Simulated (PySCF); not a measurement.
A side-by-side comparison of computed properties.

First species: C5H9ClSi2.
Z-matrix (Å and degrees, GFN2-xTB geometry), rows numbered from 1:
```
Si
C   1  1.9119
C   2  1.4821  1  110.89
C   3  1.3459  2  124.30  1   -94.12
C   4  1.4502  3  117.40  2   178.37
C   5  1.3400  4  115.10  3    -0.21
Cl  6  1.7202  5  123.08  4   179.94
Si  3  1.8931  2  126.72  1    83.54
H   1  1.4632  2  108.96  3   -60.42
H   1  1.4648  2  108.33  3  -179.90
H   1  1.4625  2  109.20  3    60.31
H   2  1.0922  1  108.65  3  -121.45
H   2  1.0904  1  108.91  3   121.48
H   4  1.0817  3  123.34  2    -1.95
H   5  1.0796  4  120.41  3   179.67
H   8  1.4620  3  113.86  2    67.81
H   8  1.4614  3  114.58  2   -64.17
```

Second species: C₅H₃FOP₂.
SMILES with atom numbers: `[O:1]=[CH:2][c:3]1[p:4][cH:5][p:6][cH:7][c:8]1[F:9]` (hydrogens: H10 on C2; H11 on C5; H12 on C7)

Cartesian coordinates in Å at the GFN2-xTB level; atoms count from 1:
```xyz
12
C5H3FOP2 angstrom
O     -2.345   -1.973   -0.329
C     -2.059   -0.815   -0.139
C     -0.668   -0.379   -0.066
P      0.434   -1.731   -0.284
C      1.976   -0.959   -0.152
P      2.453    0.682    0.114
C      0.931    1.507    0.243
C     -0.323    0.952    0.152
F     -1.354    1.821    0.292
H     -2.831   -0.039   -0.013
H      2.814   -1.641   -0.259
H      0.973    2.575    0.416
```

Levels: CAM-B3LYP/def2-SVPD for dipole moment, HOMO energy, LUMO energy, HOMO–LUMO gap, static isotropic polarisability and electronic spatial extent ⟨r²⟩ about the centre of nuclear charge; TDDFT CAM-B3LYP/def2-SVPD for lowest singlet excitation; TDA CAM-B3LYP/def2-SVPD for lowest triplet excitation (Tamm–Dancoff); GFN2-xTB for rotational constant A and rotational constant C. Geometries: GFN2-xTB. Each structure is a single optimised conformer of the isolated species, non-relativistic unless stated; the electronic structure was computed with PySCF and density fitting.

Dipoles, sizes and rotational constants follow the conformer. The torsions of the flexible species, by atom-mapped SMILES:
- `[SiH3:1][CH2:2][C:3]1=[CH:4][CH:5]=[C:6]([Cl:7])[SiH2:8]1`: Si1–C2–C3–C4 -94°
- `[O:1]=[CH:2][c:3]1[p:4][cH:5][p:6][cH:7][c:8]1[F:9]`: O1–C2–C3–P4 0°

```
                                                         property    column X    column Y
                                                    dipole moment      2.99 D      2.20 D
                                                      HOMO energy    -8.98 eV    -7.41 eV
                                                      LUMO energy    -2.26 eV    -0.60 eV
                                                    HOMO–LUMO gap     6.72 eV     6.81 eV
                                        lowest singlet excitation     3.25 eV     3.81 eV
                         lowest triplet excitation (Tamm–Dancoff)     2.58 eV     2.28 eV
                                  static isotropic polarisability    110.2 au    125.6 au
electronic spatial extent ⟨r²⟩ about the centre of nuclear charge  1507 bohr²  2184 bohr²
                                            rotational constant A   1.846 GHz   3.139 GHz
                                            rotational constant C   0.676 GHz   0.506 GHz
```

Problem. Which column belongs to which species?

Solution. Column X is the second species and column Y the first. The first has 17 atoms and 84 electrons, the second 12 and 80.

Problem. How does each property change from the first species to the second?

Solution. dipole moment +0.79 D; HOMO energy -1.57 eV; LUMO energy -1.66 eV; HOMO–LUMO gap -0.09 eV; lowest singlet excitation -0.56 eV; lowest triplet excitation (Tamm–Dancoff) +0.30 eV; static isotropic polarisability -15.4 au; electronic spatial extent ⟨r²⟩ about the centre of nuclear charge -677 bohr²; rotational constant A -1.293 GHz; rotational constant C +0.170 GHz.

On the first: S1 lies 3.00 eV below the HOMO–LUMO gap; its leading configuration is HOMO→LUMO, weight 0.98. The dipole equals about 7.4 × 10⁻³⁰ C·m (1 D = 3.33564 × 10⁻³⁰ C·m).

On the second: The vertical singlet–triplet gap S1 − T1 is 0.67 eV (TDDFT singlet less Tamm–Dancoff triplet). The dipole equals about 10.0 × 10⁻³⁰ C·m (1 D = 3.33564 × 10⁻³⁰ C·m).
